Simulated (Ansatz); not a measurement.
Relaxation of the cluster Cr5O15 (charge 0, singlet) with RKS r2SCAN-D4/def2-SVP in Ansatz.

Positions (Å) and forces (eV/Å) at steps 15, 16, 17, 18, 19, 20, 21, 22, 23, 24, 25, 26, 27, 28, 29 of 39:

```xyz
20
step=15 energy=-172752.6066 eV
Cr    1.137   -1.051   -2.281   -0.071   -0.190    0.024
Cr   -1.588    1.533    1.610   -0.042   -0.052   -0.003
Cr   -0.636   -0.473    2.615   -0.032   -0.003   -0.012
Cr   -1.102    3.189   -0.180    0.330   -0.007   -0.191
Cr    1.458   -2.065    0.109   -0.024   -0.007   -0.302
O     0.304   -2.110   -1.247    0.204    0.184   -0.050
O    -1.703    2.584   -1.492    0.083    0.105    0.259
O     0.458    3.325   -0.117   -0.389   -0.026   -0.037
O     0.767    0.572   -1.638   -0.149   -0.200   -0.216
O     2.220   -2.096   -3.284    0.062    0.013    0.176
O     2.576   -1.283   -0.757   -0.166   -0.106    0.268
O    -2.234   -0.299    1.581    0.031    0.065   -0.010
O    -2.051    3.153    1.327    0.063   -0.147   -0.026
O    -1.468    0.143    0.441   -0.001   -0.009   -0.025
O     0.598   -1.372    1.637    0.026    0.210    0.111
O     1.092   -1.716   -3.957   -0.147    0.121    0.011
O    -0.935   -0.906    4.062    0.014   -0.021    0.002
O    -0.042    0.268   -2.715    0.124    0.118    0.151
O     1.327   -2.657    1.763    0.136   -0.111   -0.057
O    -0.178    1.263    2.523   -0.052    0.061   -0.074
20
step=16 energy=-172752.6431 eV
Cr    1.093   -1.015   -2.213   -0.024   -0.082   -0.083
Cr   -1.548    1.503    1.536   -0.022   -0.104    0.062
Cr   -0.599   -0.474    2.591    0.006   -0.062   -0.106
Cr   -1.094    3.203   -0.222   -0.140    0.079    0.084
Cr    1.421   -2.120    0.121   -0.012   -0.225    0.149
O     0.274   -2.127   -1.227    0.022    0.100   -0.081
O    -1.728    2.628   -1.524   -0.063   -0.056   -0.141
O     0.456    3.321   -0.191    0.271    0.058   -0.018
O     0.666    0.570   -1.525    0.015   -0.040   -0.056
O     2.217   -2.002   -3.222    0.010   -0.012    0.055
O     2.531   -1.281   -0.683    0.042    0.013    0.057
O    -2.166   -0.333    1.506   -0.019    0.028    0.019
O    -2.021    3.121    1.293   -0.030   -0.042    0.027
O    -1.395    0.113    0.371   -0.031    0.001   -0.031
O     0.645   -1.401    1.664   -0.135    0.393    0.317
O     1.082   -1.635   -3.900   -0.054    0.051   -0.052
O    -0.912   -0.883    4.042   -0.007   -0.008    0.047
O    -0.100    0.298   -2.632   -0.001    0.035    0.039
O     1.320   -2.743    1.758    0.171   -0.187   -0.241
O    -0.143    1.257    2.458    0.000    0.060   -0.047
20
step=17 energy=-172752.7179 eV
Cr    1.061   -0.981   -2.153   -0.074   -0.010   -0.090
Cr   -1.528    1.451    1.453    0.099   -0.110    0.134
Cr   -0.554   -0.474    2.579    0.218   -0.378   -0.401
Cr   -1.104    3.219   -0.264    0.047   -0.003   -0.135
Cr    1.377   -2.187    0.143   -0.031   -0.338    0.884
O     0.224   -2.105   -1.203    0.024    0.055   -0.066
O    -1.744    2.682   -1.584    0.061    0.047    0.097
O     0.447    3.398   -0.256   -0.104    0.014    0.014
O     0.645    0.582   -1.414    0.091    0.118   -0.008
O     2.173   -1.952   -3.182   -0.075   -0.005   -0.069
O     2.500   -1.311   -0.599    0.037   -0.038   -0.144
O    -2.100   -0.393    1.448    0.005    0.007    0.055
O    -2.029    3.062    1.251   -0.022   -0.045   -0.066
O    -1.348    0.056    0.300   -0.124    0.069    0.026
O     0.712   -1.426    1.728   -0.722    1.390    0.662
O     1.044   -1.550   -3.857    0.115   -0.029    0.032
O    -0.873   -0.835    4.044    0.031    0.053   -0.006
O    -0.105    0.369   -2.540    0.015   -0.087    0.056
O     1.315   -2.861    1.739    0.437   -0.764   -0.931
O    -0.112    1.254    2.368   -0.029    0.056   -0.041
20
step=18 energy=-172753.2351 eV
Cr    1.037   -0.940   -2.081    0.014   -0.020   -0.032
Cr   -1.514    1.395    1.363    0.298   -0.169    0.193
Cr   -0.498   -0.472    2.546    1.004   -0.990   -0.888
Cr   -1.125    3.240   -0.305   -0.515    0.004    0.281
Cr    1.312   -2.252    0.179    0.073   -0.758    2.780
O     0.166   -2.062   -1.166   -0.114    0.047   -0.163
O    -1.769    2.747   -1.630   -0.103   -0.098   -0.341
O     0.408    3.451   -0.309    0.633    0.137    0.011
O     0.654    0.615   -1.296    0.123    0.114   -0.061
O     2.128   -1.918   -3.126   -0.129   -0.004   -0.088
O     2.466   -1.359   -0.508    0.038    0.048   -0.383
O    -2.036   -0.458    1.395   -0.009   -0.026    0.044
O    -2.044    2.999    1.206   -0.077   -0.057   -0.075
O    -1.338    0.001    0.217   -0.318    0.166    0.158
O     0.781   -1.421    1.807   -2.127    3.881    1.189
O     1.014   -1.473   -3.796    0.158   -0.054    0.041
O    -0.796   -0.766    4.033    0.021    0.123   -0.073
O    -0.086    0.450   -2.436    0.073   -0.145    0.081
O     1.312   -3.027    1.666    1.046   -2.413   -2.642
O    -0.072    1.250    2.240   -0.089    0.213   -0.031
20
step=19 energy=-172754.7224 eV
Cr    1.035   -0.942   -2.066    0.095   -0.323    0.296
Cr   -1.509    1.394    1.359    0.151   -0.149    0.016
Cr   -0.491   -0.467    2.529    0.818   -0.182   -0.252
Cr   -1.132    3.241   -0.306    0.410   -0.074   -0.362
Cr    1.298   -2.246    0.241   -0.129   -0.606    3.508
O     0.161   -2.061   -1.152   -0.020    0.115   -0.111
O    -1.781    2.754   -1.644    0.172    0.129    0.310
O     0.421    3.457   -0.315   -0.556   -0.006    0.040
O     0.648    0.616   -1.277    0.130    0.033   -0.171
O     2.130   -1.909   -3.118   -0.136    0.055    0.094
O     2.457   -1.371   -0.492    0.010    0.089   -0.410
O    -2.029   -0.465    1.388   -0.160   -0.039    0.062
O    -2.048    2.995    1.204   -0.064   -0.061   -0.106
O    -1.353    0.012    0.209   -0.371    0.243    0.076
O     0.747   -1.312    1.844   -1.275    2.233    0.001
O     1.023   -1.469   -3.789    0.051    0.004   -0.012
O    -0.783   -0.756    4.019   -0.151    0.037   -0.059
O    -0.092    0.441   -2.418    0.099   -0.130    0.119
O     1.370   -3.175    1.554    1.038   -1.789   -3.085
O    -0.071    1.262    2.231   -0.113    0.420    0.044
20
step=20 energy=-172755.5325 eV
Cr    1.038   -0.955   -2.051    0.084   -0.470    0.568
Cr   -1.507    1.394    1.359   -0.113   -0.002   -0.028
Cr   -0.477   -0.453    2.521   -2.014    1.989    1.543
Cr   -1.128    3.238   -0.310   -0.163   -0.004    0.175
Cr    1.286   -2.228    0.331    0.105    1.453    0.397
O     0.163   -2.059   -1.135    0.037    0.095    0.197
O    -1.774    2.758   -1.640   -0.038   -0.056   -0.236
O     0.409    3.461   -0.315    0.234    0.106    0.005
O     0.656    0.617   -1.279    0.282   -0.015   -0.057
O     2.127   -1.909   -3.110    0.000    0.065    0.183
O     2.447   -1.379   -0.492   -0.413   -0.247   -0.128
O    -2.033   -0.466    1.394   -0.106   -0.004    0.100
O    -2.052    2.992    1.196   -0.069   -0.034   -0.064
O    -1.376    0.024    0.209   -0.305    0.172   -0.058
O     0.706   -1.222    1.850    1.953   -1.395   -1.888
O     1.025   -1.468   -3.785   -0.038    0.037    0.037
O    -0.784   -0.755    4.010   -0.152   -0.068   -0.094
O    -0.086    0.430   -2.409   -0.021   -0.127   -0.016
O     1.437   -3.305    1.423    0.761   -1.879   -0.746
O    -0.077    1.287    2.234   -0.024    0.385    0.107
20
step=21 energy=-172756.0446 eV
Cr    1.057   -0.956   -1.975    0.061   -0.133    0.202
Cr   -1.527    1.390    1.320   -0.114    0.113    0.079
Cr   -0.449   -0.435    2.494   -1.483    1.804    1.465
Cr   -1.178    3.245   -0.345   -0.095    0.032    0.108
Cr    1.295   -2.251    0.362    0.483    0.471    1.047
O     0.136   -2.018   -1.060    0.005   -0.084    0.353
O    -1.829    2.807   -1.688    0.023   -0.054   -0.140
O     0.359    3.488   -0.349    0.079    0.080   -0.006
O     0.814    0.632   -1.171    0.274   -0.152    0.016
O     2.045   -1.948   -3.096   -0.062    0.081    0.205
O     2.458   -1.457   -0.515   -0.358   -0.260   -0.080
O    -2.008   -0.483    1.365   -0.087   -0.008    0.037
O    -2.105    2.976    1.158   -0.034   -0.060   -0.058
O    -1.395    0.036    0.165   -0.257    0.089    0.033
O     0.753   -1.214    1.818    1.534   -1.622   -1.597
O     0.941   -1.430   -3.715    0.021    0.039    0.018
O    -0.768   -0.741    3.982   -0.136   -0.004   -0.404
O     0.007    0.506   -2.262   -0.036   -0.150   -0.089
O     1.486   -3.467    1.318    0.261   -0.336   -1.263
O    -0.091    1.321    2.193   -0.079    0.153    0.076
20
step=22 energy=-172756.4733 eV
Cr    1.068   -0.972   -1.943   -0.013   -0.099    0.049
Cr   -1.554    1.415    1.331   -0.139    0.060    0.083
Cr   -0.450   -0.398    2.495   -0.229    1.031    0.472
Cr   -1.197    3.253   -0.352    0.197    0.046   -0.174
Cr    1.330   -2.248    0.384    0.468   -0.310    1.138
O     0.140   -2.013   -1.004   -0.033   -0.155    0.344
O    -1.831    2.806   -1.706    0.128    0.018    0.131
O     0.344    3.515   -0.343   -0.336   -0.013    0.006
O     0.879    0.622   -1.144    0.106   -0.127   -0.126
O     2.028   -1.969   -3.075   -0.094    0.117    0.145
O     2.467   -1.500   -0.556   -0.111   -0.092   -0.014
O    -2.023   -0.464    1.383   -0.079    0.023    0.119
O    -2.137    2.991    1.145   -0.080    0.051   -0.034
O    -1.448    0.064    0.176   -0.075    0.069   -0.113
O     0.770   -1.219    1.778    0.394   -1.130   -0.877
O     0.925   -1.433   -3.685    0.034   -0.009    0.014
O    -0.790   -0.728    3.962   -0.185   -0.042   -0.074
O     0.031    0.500   -2.219    0.112   -0.124    0.126
O     1.559   -3.583    1.177   -0.019    0.651   -1.273
O    -0.111    1.360    2.197   -0.044    0.035    0.057
20
step=23 energy=-172756.7737 eV
Cr    1.098   -1.042   -1.936   -0.335   -0.462    0.739
Cr   -1.588    1.503    1.369    0.147    0.190   -0.163
Cr   -0.448   -0.333    2.453   -0.107    0.372    0.274
Cr   -1.294    3.349   -0.294    0.208   -0.157   -0.280
Cr    1.410   -2.261    0.400    0.458   -0.253    0.595
O     0.179   -2.046   -0.931   -0.063   -0.107   -0.060
O    -1.855    2.743   -1.622    0.070    0.118    0.278
O     0.261    3.502   -0.243   -0.269    0.091    0.040
O     1.027    0.548   -1.194   -0.009    0.441    0.180
O     1.999   -2.021   -3.058    0.465   -0.421   -0.256
O     2.530   -1.555   -0.594   -0.108    0.093   -0.076
O    -2.022   -0.367    1.347    0.288    0.091   -0.517
O    -2.225    3.070    1.207   -0.037   -0.012   -0.027
O    -1.435    0.229    0.130   -0.416   -0.194    0.534
O     0.723   -1.255    1.679    0.001   -0.616   -0.261
O     0.874   -1.524   -3.654   -0.120    0.004   -0.371
O    -0.868   -0.732    3.881   -0.003    0.021   -0.099
O     0.086    0.427   -2.191   -0.039    0.226    0.027
O     1.672   -3.661    1.032   -0.094    0.504   -0.614
O    -0.124    1.427    2.216   -0.036    0.071    0.056
20
step=24 energy=-172756.8712 eV
Cr    1.082   -1.107   -1.903    0.004   -0.256    0.149
Cr   -1.584    1.549    1.365   -0.051    0.233    0.176
Cr   -0.441   -0.306    2.420    0.192   -0.147    0.103
Cr   -1.337    3.423   -0.270    0.436   -0.101   -0.433
Cr    1.467   -2.285    0.408    0.314   -0.623    0.294
O     0.188   -2.124   -0.886    0.044    0.020   -0.214
O    -1.817    2.741   -1.593    0.045    0.191    0.328
O     0.206    3.682   -0.189   -0.454   -0.001    0.050
O     1.046    0.499   -1.148   -0.148    0.032   -0.089
O     2.004   -2.073   -3.047   -0.358    0.124   -0.173
O     2.549   -1.573   -0.621   -0.071    0.224   -0.051
O    -1.998   -0.325    1.299   -0.210   -0.191    0.550
O    -2.269    3.101    1.221    0.046   -0.211   -0.014
O    -1.485    0.267    0.129    0.207    0.217   -0.818
O     0.704   -1.294    1.624   -0.266   -0.128    0.307
O     0.857   -1.574   -3.649    0.298   -0.083    0.214
O    -0.912   -0.732    3.823    0.078    0.056   -0.048
O     0.079    0.390   -2.126    0.129    0.013    0.015
O     1.778   -3.717    0.934   -0.196    0.622   -0.295
O    -0.116    1.457    2.211   -0.038    0.007   -0.049
20
step=25 energy=-172756.9363 eV
Cr    1.051   -1.118   -1.897   -0.154   -0.031   -0.081
Cr   -1.570    1.543    1.348    0.281   -0.017    0.083
Cr   -0.443   -0.353    2.465   -0.020    0.461   -0.221
Cr   -1.279    3.457   -0.280   -0.019   -0.146   -0.080
Cr    1.474   -2.279    0.420    0.235    0.163   -0.134
O     0.195   -2.165   -0.892   -0.081   -0.013   -0.006
O    -1.657    2.731   -1.608    0.030    0.108    0.007
O     0.214    3.873   -0.131    0.012   -0.009    0.012
O     0.884    0.514   -1.195   -0.021   -0.073   -0.112
O     2.022   -2.073   -3.018   -0.095    0.102   -0.043
O     2.500   -1.449   -0.587    0.059    0.039    0.010
O    -1.985   -0.318    1.310   -0.161   -0.249    0.173
O    -2.250    3.076    1.172   -0.179    0.068    0.087
O    -1.500    0.264    0.103    0.089    0.058   -0.185
O     0.690   -1.352    1.673   -0.335   -0.272    0.221
O     0.879   -1.616   -3.641    0.140   -0.083    0.169
O    -0.915   -0.754    3.872    0.036   -0.052    0.045
O    -0.036    0.305   -2.198    0.125    0.007    0.071
O     1.848   -3.709    0.870   -0.027    0.042   -0.018
O    -0.122    1.422    2.213    0.086   -0.105    0.004
20
step=26 energy=-172756.9757 eV
Cr    1.039   -1.141   -1.909    0.007    0.096    0.070
Cr   -1.550    1.535    1.355   -0.032   -0.166   -0.141
Cr   -0.455   -0.354    2.479    0.038    0.237   -0.222
Cr   -1.274    3.475   -0.245   -0.055   -0.100   -0.218
Cr    1.480   -2.257    0.419    0.093    0.307   -0.092
O     0.184   -2.166   -0.886    0.043   -0.005   -0.024
O    -1.654    2.839   -1.622    0.121    0.113    0.245
O     0.214    3.907   -0.071   -0.082   -0.045   -0.013
O     0.851    0.516   -1.274    0.014   -0.121   -0.087
O     2.050   -2.114   -2.977   -0.012    0.050    0.053
O     2.486   -1.380   -0.575   -0.087   -0.104    0.047
O    -1.991   -0.326    1.319    0.010    0.031   -0.054
O    -2.263    3.056    1.193    0.023    0.001    0.038
O    -1.503    0.261    0.098    0.014    0.057    0.183
O     0.655   -1.378    1.687   -0.207   -0.292    0.157
O     0.913   -1.709   -3.632   -0.032   -0.019   -0.032
O    -0.920   -0.746    3.893    0.029   -0.006    0.022
O    -0.046    0.266   -2.285   -0.003   -0.002    0.016
O     1.879   -3.691    0.826    0.012    0.037    0.016
O    -0.094    1.407    2.208    0.106   -0.070    0.034
20
step=27 energy=-172757.0091 eV
Cr    1.011   -1.148   -1.916   -0.019    0.135   -0.032
Cr   -1.522    1.520    1.345   -0.142   -0.132   -0.156
Cr   -0.480   -0.359    2.486    0.097    0.083   -0.068
Cr   -1.242    3.485   -0.218    0.007    0.042   -0.017
Cr    1.485   -2.215    0.428    0.063    0.035   -0.018
O     0.182   -2.175   -0.879    0.067    0.008    0.002
O    -1.562    2.861   -1.611    0.048    0.017    0.069
O     0.232    3.937    0.012   -0.078   -0.051   -0.033
O     0.762    0.526   -1.361    0.001   -0.122   -0.083
O     2.078   -2.110   -2.934   -0.039    0.041    0.037
O     2.447   -1.274   -0.553   -0.122   -0.121    0.027
O    -2.002   -0.330    1.315    0.059    0.126   -0.143
O    -2.255    3.031    1.198    0.098    0.000    0.002
O    -1.499    0.254    0.089   -0.046   -0.004    0.245
O     0.602   -1.423    1.716   -0.049   -0.312    0.060
O     0.931   -1.792   -3.620    0.011    0.018    0.017
O    -0.942   -0.720    3.909    0.019    0.034   -0.002
O    -0.120    0.206   -2.367    0.057   -0.044    0.052
O     1.946   -3.649    0.780   -0.047    0.291   -0.002
O    -0.052    1.375    2.182    0.015   -0.044    0.042
20
step=28 energy=-172757.0356 eV
Cr    0.974   -1.141   -1.927    0.076    0.114   -0.104
Cr   -1.493    1.500    1.333   -0.132    0.011   -0.019
Cr   -0.510   -0.378    2.502    0.110   -0.061    0.061
Cr   -1.186    3.488   -0.206    0.090    0.020   -0.004
Cr    1.478   -2.164    0.436   -0.019    0.089    0.029
O     0.182   -2.190   -0.886    0.061    0.039    0.033
O    -1.491    2.885   -1.612    0.013    0.019    0.090
O     0.297    3.897    0.052   -0.128   -0.045   -0.048
O     0.643    0.539   -1.444   -0.052   -0.177   -0.130
O     2.127   -2.072   -2.882   -0.225    0.113   -0.027
O     2.380   -1.138   -0.520   -0.190   -0.171    0.029
O    -2.038   -0.329    1.336    0.064    0.093   -0.105
O    -2.207    3.019    1.204    0.136    0.003   -0.030
O    -1.533    0.228    0.097   -0.024   -0.074    0.099
O     0.534   -1.501    1.761    0.051   -0.245   -0.098
O     0.979   -1.848   -3.615    0.135    0.048    0.182
O    -0.959   -0.682    3.944    0.039    0.068   -0.094
O    -0.209    0.143   -2.454    0.141   -0.074    0.125
O     2.038   -3.574    0.734   -0.058    0.255    0.016
O    -0.006    1.320    2.146   -0.091   -0.023   -0.005
20
step=29 energy=-172756.7722 eV rejected
Cr    0.967   -1.074   -1.918   -0.135   -0.650    0.387
Cr   -1.539    1.447    1.303    0.573    0.083    0.132
Cr   -0.482   -0.423    2.455   -0.899    0.642   -0.213
Cr   -1.107    3.435   -0.218   -0.670    0.201    0.294
Cr    1.399   -2.124    0.445   -0.051   -0.674    0.325
O     0.193   -2.160   -0.896   -0.810   -0.503   -0.284
O    -1.505    2.819   -1.575   -0.400   -0.387   -1.013
O     0.385    3.763   -0.067    1.349    0.251    0.209
O     0.631    0.556   -1.423   -0.052    0.856    0.477
O     2.118   -1.944   -2.873    0.724   -0.374   -0.268
O     2.280   -1.121   -0.479    1.359    1.352   -0.476
O    -2.065   -0.383    1.330   -0.007   -0.254    0.223
O    -2.065    3.051    1.214   -0.593   -0.060    0.356
O    -1.555    0.133    0.095   -0.084    0.050   -0.246
O     0.478   -1.669    1.800   -0.331    0.450    0.535
O     0.973   -1.707   -3.593   -0.110   -0.161   -0.603
O    -0.908   -0.575    3.915   -0.032   -0.190    0.604
O    -0.245    0.139   -2.396   -0.592    0.490   -0.382
O     2.076   -3.433    0.835    0.484   -1.163   -0.071
O    -0.027    1.270    2.046    0.277    0.041    0.013
```

The structure holds 3 bonds between oxygen atoms, so isomers without such links may lie far lower. The restricted singlet is unstable towards broken spin symmetry at other levels; at r2SCAN-D4/def2-SVP this wasn't settled. The structure comes from a short search, and lower isomers may exist.
